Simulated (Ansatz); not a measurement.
[B(NMe2)H3]- (C2H9BN⁻) was relaxed with PBE0-D4 (def2-SVPD) in Ansatz in these states: charge -1 singlet, neutral doublet. The geometries follow in no particular order.

A:

```xyz
13

B     1.2739   -0.4239    0.7094
N     0.0396    0.0427   -0.0006
C    -1.0570    0.6546    0.6914
C    -0.1647   -0.1698   -1.4037
H    -1.2226    1.6778    0.3094
H    -0.8407    0.7020    1.7629
H    -1.9890    0.0891    0.5204
H     0.6888   -0.7083   -1.8265
H    -1.0933   -0.7393   -1.5796
H    -0.2746    0.7996   -1.9219
H     1.4467    0.1987    1.7466
H     2.2157   -0.5223   -0.0625
H     0.9772   -1.6009    1.0547
```

B:

```csv
atom,x (Å),y (Å),z (Å)
B1,-0.2261,0.2166,1.4304
N2,0.4588,0.0431,0.0517
C3,0.1034,1.0553,-0.8915
C4,0.2786,-1.2560,-0.5139
H5,0.6951,0.9724,-1.8280
H6,0.2800,2.0530,-0.4606
H7,-0.9788,1.0189,-1.1908
H8,0.5905,-2.0288,0.2056
H9,-0.7898,-1.4760,-0.7824
H10,0.8732,-1.3873,-1.4431
H11,0.0244,1.3477,1.8911
H12,0.1736,-0.6631,2.2181
H13,-1.4829,0.1043,1.3132
```

Judge from the bond lengths which geometry belongs to which state (an estimate).

A is the neutral doublet (B1–N2 1.499 Å, B1–H12 1.222 Å, B1–H11 1.222 Å); B is the charge -1 singlet (B1–N2 1.549 Å, B1–H12 1.247 Å, B1–H11 1.247 Å).
